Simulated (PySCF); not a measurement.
Spin-rotation constants: `[GeH3][GeH2][C]1=CC1`, C3H8Ge2

Molfile (atoms numbered from 1):
```
C3H8Ge2
     RDKit          3D

 13 13  0  0  0  0  0  0  0  0999 V2000
   -2.1153   -0.1373    0.2494 Ge  0  0  0  0  0  4  0  0  0  0  0  0
   -0.1188   -0.5274   -1.0658 Ge  0  0  0  0  0  4  0  0  0  0  0  0
    1.3914    0.1922   -0.1307 C   0  0  0  0  0  0  0  0  0  0  0  0
    2.3276    1.0890    0.0122 C   0  0  0  0  0  0  0  0  0  0  0  0
    2.2785    0.0698    1.0939 C   0  0  0  0  0  0  0  0  0  0  0  0
   -2.3634    1.3752    0.3955 H   0  0  0  0  0  0  0  0  0  0  0  0
   -3.3391   -0.7750   -0.4351 H   0  0  0  0  0  0  0  0  0  0  0  0
   -1.9620   -0.7504    1.6531 H   0  0  0  0  0  0  0  0  0  0  0  0
    0.1005   -2.0401   -1.2577 H   0  0  0  0  0  0  0  0  0  0  0  0
   -0.2344    0.1484   -2.4451 H   0  0  0  0  0  0  0  0  0  0  0  0
    2.8243    1.9806   -0.3634 H   0  0  0  0  0  0  0  0  0  0  0  0
    3.0334   -0.7313    1.1343 H   0  0  0  0  0  0  0  0  0  0  0  0
    1.8782    0.3364    2.0852 H   0  0  0  0  0  0  0  0  0  0  0  0
  1  2  1  0
  2  3  1  0
  3  4  2  0
  4  5  1  0
  5  3  1  0
  1  6  1  0
  1  7  1  0
  1  8  1  0
  2  9  1  0
  2 10  1  0
  4 11  1  0
  5 12  1  0
  5 13  1  0
M  END
```

Computed with GIAO PBE0/6-311G** magnetisability, rotational g tensor and spin-rotation constants, non-relativistic, gas phase in PySCF 2.14.0. Geometry: PBE0-D3(BJ)/def2-SVP.

The calculation is non-relativistic, which matters for the atoms heavier than Zn.

Task: Give the nuclear spin-rotation constants along the inertial axes (H = +C I·J) beside the isotropic shieldings.

Result: Rotational constants 3.5077, 0.9947, 0.8335 GHz. A star marks the isotopologue with that one atom substituted, in its own axes.
| atom | isotope | Caa (kHz) | Cbb (kHz) | Ccc (kHz) | mean (kHz) | σ (ppm) |
| --- | --- | --- | --- | --- | --- | --- |
| H6 | 1H | -0.309 | -0.066 | -0.002 | -0.125 | 27.8 |
| H7 | 1H | -0.032 | -0.052 | -0.077 | -0.054 | 27.7 |
| H8 | 1H | -0.305 | -0.034 | -0.025 | -0.122 | 27.6 |
| H9 | 1H | -0.293 | -0.057 | 0.003 | -0.116 | 26.8 |
| H10 | 1H | -0.302 | -0.032 | -0.015 | -0.117 | 26.8 |
| H11 | 1H | -0.161 | -0.107 | 0.057 | -0.070 | 23.6 |
| H12 | 1H | -0.223 | -0.105 | -0.017 | -0.115 | 30.4 |
| H13 | 1H | -0.326 | 0.003 | -0.084 | -0.136 | 30.5 |
| Ge1 | 73Ge* | -0.813 | -0.232 | -0.192 | -0.412 | 1671.3 |
| Ge2 | 73Ge* | -0.864 | -0.249 | -0.213 | -0.442 | 1582.1 |
| C3 | 13C* | 0.921 | 0.300 | 0.274 | 0.498 | 66.5 |
| C4 | 13C* | 0.762 | 0.232 | 0.412 | 0.469 | 53.0 |
| C5 | 13C* | 0.385 | 0.101 | 0.136 | 0.207 | 179.0 |

For the geometry as given, no vibrational averaging.
